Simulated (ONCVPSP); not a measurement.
## Pt: one change to an ONCV potential, before and after

platinum, optimised norm-conserving Vanderbilt (ONCV), made with ONCVPSP 4.0.1 (BLYP, scalar-relativistic). Core [Kr] 4d10, reference 4f14 5s2 5p6 5d8 6s2. Waves: 5s+6s: rc 1.45 bohr, ncon 4, nbas 8, qcut 7.6 1/bohr, 2 projectors; 5p: rc 1.90 bohr, ncon 4, nbas 8, qcut 8.6 1/bohr, 1 projector; 5d: rc 2.05 bohr, ncon 4, nbas 9, qcut 6.7 1/bohr, 1 projector; 4f: rc 0.65 bohr, ncon 4, nbas 8, qcut 28.9 1/bohr, local. Local part: the f channel. Core correction: Teter function, fcfact 2.5, rcfact 1.5.

Change: p: rc 1.66.

Cutoffs: the cutoffs (Ha) at which the residual kinetic energy of the hardest occupied pseudo-wave falls to 1 and 0.1 mHa per electron; they do not see the model core or the augmentation charge, which bear on the density cutoff. Errors are all-electron minus pseudo energies relative to the spin-unpolarised reference configuration.

Task: What does the change do?

Result: The potential gets neither clearly harder nor softer (337 Ha and 369 Ha → 337 Ha and 369 Ha); both files keep a bound ghost (d, p, s); the errors of the 4 common tests hardly move.

```csv
quantity,base,changed
"cutoff, loose",337 Ha,337 Ha
"cutoff, tight",369 Ha,369 Ha
loose cutoff by channel,"s 24 Ha, p 15 Ha, d 17 Ha, f 337 Ha","s 24 Ha, p 21 Ha, d 17 Ha, f 337 Ha"
bound ghosts,"s, p, d","s, p, d"
GHOST(+) flags under 300 eV,none,none
"error for 4f14 5s2 5p6 5d9 6s1, meV [ΔE -0.90 eV]",-4.8,-4.9
"error for 4f14 5s2 5p6 5d9 6s0, meV [ΔE 8.34 eV]",-12,-12
"error for 4f14 5s2 5p6 5d8 6s0, meV [ΔE 28.22 eV]",-16,-16
"error for 4f14 5s2 5p6 5d8 6s1, meV [ΔE 10.14 eV]",-4.6,-4.6
s: phases at 1.48 bohr within 0.05 rad from the reference energy up to (Ha; the scan ends near 5),to the end of the scan,to the end of the scan
d: phases at 2.08 bohr within 0.05 rad from the reference energy up to (Ha; the scan ends near 5),to the end of the scan,to the end of the scan
f: phases at 0.66 bohr within 0.05 rad from the reference energy up to (Ha; the scan ends near 5),to the end of the scan,to the end of the scan
"rms error of d²Exc/dni dnj with the model core, mHa",3.17,3.20
```

 A true bound ghost makes a file unfit for plane-wave use even where its test errors are small: the radial tests pick states by their node count and pass the ghost by.
